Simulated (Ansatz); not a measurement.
Start from `FC1C[SiH2][SiH2]1` and change one atom or group to get `BC1C[SiH2][SiH2]1`.

Ansatz, PBE0-D4/def2-TZVP geometries, multiplicity 1. 

| property | `FC1C[SiH2][SiH2]1` |
| --- | --- |
| LUMO energy (PBE0/def2-TZVPP) / eV | -0.15 |
| HOMO energy (ωB97M-V/def2-TZVPP) / eV | -9.72 |
| LUMO energy (B3LYP/def2-TZVPP) / eV | -0.35 |
| HOMO energy (B3LYP/def2-TZVPP) / eV | -7.48 |
| HOMO energy (PBE/def2-TZVPP) / eV | -6.49 |
| HOMO–LUMO gap (ωB97M-V/def2-TZVPP) / eV | 11.18 |

(1) What does the change do to each property? (Estimate.)

Results:

(1) Ansatz gave: 
```
                               property  `BC1C[SiH2][SiH2]1`  shift
     LUMO energy (PBE0/def2-TZVPP) / eV                -0.35  -0.20
  HOMO energy (ωB97M-V/def2-TZVPP) / eV                -9.48   0.24
    LUMO energy (B3LYP/def2-TZVPP) / eV                -0.54  -0.19
    HOMO energy (B3LYP/def2-TZVPP) / eV                -7.22   0.26
      HOMO energy (PBE/def2-TZVPP) / eV                -6.32   0.17
HOMO–LUMO gap (ωB97M-V/def2-TZVPP) / eV                10.74  -0.44
```

With PBE0 the HOMO rises by 0.26 eV and the LUMO falls by 0.20 eV, so the gap narrows by about 0.46 eV. PBE moves the HOMO by 0.17 eV and ωB97M-V by 0.24 eV.

B3LYP here is the variant with VWN-RPA as its local correlation; programs differ in this.
